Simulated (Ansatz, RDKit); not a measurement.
Complex: CH4O (SMILES CO) (first 6 atoms) with CH4S (SMILES CS); geometry from B3LYP-D3(BJ)/def2-TZVP, rigid monomers moved along the line of their centres of mass till O2···H12 is 4.07 Å.
(charge 0, multiplicity 1):
```xyz
12

C     -0.28958    -0.54513     0.09042
O     -0.19982     0.76841     0.63524
H     -1.26774    -0.73014    -0.36515
H     -0.15097    -1.23494     0.92132
H      0.49238    -0.73349    -0.65195
H     -0.27797     1.41032    -0.07701
C     -1.10454    -0.13819     5.75118
S      0.67732    -0.49751     5.61491
H     -1.62147    -0.39025     4.82819
H     -1.48844    -0.75904     6.55891
H     -1.27552     0.90798     5.99583
H      0.88994     0.25822     4.52421
```

Interaction energies are E(AB) − E(A) − E(B) at the monomers' geometry in the complex; basis-set methods are counterpoise corrected.

Correlated levels freeze the cores.

The values were computed with Ansatz (a first-principles code) with Gaussian orbitals; RDKit for the force fields. Values without a source in brackets are computed.

Question: Estimate the interaction energy that MMFF94 returns for this input.

Answer: -0.8 kcal/mol
